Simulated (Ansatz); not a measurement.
Job for Ansatz (a first-principles code): U-CCSD(T)/def2-QZVPP on Cr, 2S+1 = 7, a spin state set in the input, which need not be the lowest. Files ending in .json are basis or fitting sets from the Basis Set Exchange.

Ansatz 0.2 input:
```yaml
crystal:
  periodic: [false, false, false]
  atoms:
    - {symbol: Cr, position_ang: [0.00000000, 0.00000000, 0.00000000]}
basis:
  gaussian:
    orbitals: def2-QZVPP.json
magnetization: {spin_polarized: true, initial_magnetization: 6}
correlation: {method: ccsd_t, electrons: valence}
scf: {lower_state_search: full}
```

Output:

```
Functional definition: HF
[...]
integrals: 0.14 GiB planned
605 factors; integrals over basis functions are off by at most 1.3e-4 eV
mean field: 0.18 GiB planned
mean field evaluation 1: about -28388.6042 eV, gradient 3.1e1 eV
mean field evaluation 2: about -28388.6050 eV, gradient 3.1e1 eV
mean field evaluation 4: about -28391.1314 eV, gradient 1.0e0 eV
mean field evaluation 8: about -28391.1590 eV, gradient 1.3e-4 eV
mean field evaluation 16: about -28389.1281 eV, gradient 4.7e-1 eV
mean field evaluation 32: about -28389.1607 eV, gradient 3.6e-6 eV
mean field evaluation 64: about -28389.1604 eV, gradient 3.9e-1 eV
mean field evaluation 96: about -28388.7247 eV, gradient 3.4e0 eV
mean field evaluation 128: about -28391.1590 eV, gradient 9.7e-7 eV
mean field evaluation 160: about -28382.3859 eV, gradient 6.7e-6 eV
mean field evaluation 192: about -28389.1339 eV, gradient 2.6e-1 eV
mean field evaluation 224: about -28389.0841 eV, gradient 6.6e-1 eV
mean field evaluation 256: about -28389.1260 eV, gradient 2.6e-1 eV
mean field evaluation 288: about -28389.0836 eV, gradient 3.5e-2 eV
mean field evaluation 320: about -28389.0675 eV, gradient 6.8e-1 eV
mean field evaluation 352: about -28389.0820 eV, gradient 9.4e-2 eV
mean field evaluation 384: about -28389.0702 eV, gradient 1.9e-1 eV
mean field evaluation 416: about -28389.0525 eV, gradient 2.4e-1 eV
mean field -28391.15896896 eV, -1043.3558478906 hartree, gradient 2.2e-6 eV, S^2 12.000055; 9 other end points of the search recorded, 0 dependent functions left out
determinant -28391.15896896 eV, -1043.3558478906 hartree, with singles and doubles -28402.98816775 eV, -1043.7905629280 hartree
determinant -28389.16071362 eV, -1043.2824133613 hartree, with singles and doubles -28399.87577447 eV, -1043.6761845844 hartree
determinant -28389.08385957 eV, -1043.2795890270 hartree, with singles and doubles -28399.77902265 eV, -1043.6726290208 hartree
5 core orbitals not correlated
reference -28391.15896896 eV, -1043.3558478906 hartree; 10, 4 occupied and 78, 84 virtual orbitals, 605 factors
second order -11.87830401 eV of doubles, -0.00000000 eV of singles
coupled cluster: 0.41 GiB planned
cycle   1  -11.80144508 eV  change   -9.8e-1 eV  update   2.2e-2
cycle   2  -11.82815578 eV  change   -2.7e-2 eV  update   6.4e-3
cycle   3  -11.82985632 eV  change   -1.7e-3 eV  update   4.8e-3
cycle   4  -11.82928407 eV  change    5.7e-4 eV  update   1.3e-3
cycle   5  -11.82955196 eV  change   -2.7e-4 eV  update   3.4e-4
cycle   6  -11.82953524 eV  change    1.7e-5 eV  update   7.8e-5
cycle   7  -11.82955986 eV  change   -2.5e-5 eV  update   2.1e-5
cycle   8  -11.82956002 eV  change   -1.6e-7 eV  update   8.2e-6
perturbative correction -0.34316005 eV, -0.0126108994 hartree
Total energy: -28403.33168904 eV, -1043.8031871024 hartree
```

Self-consistency was reached.

Cost: roughly 40 core-seconds.
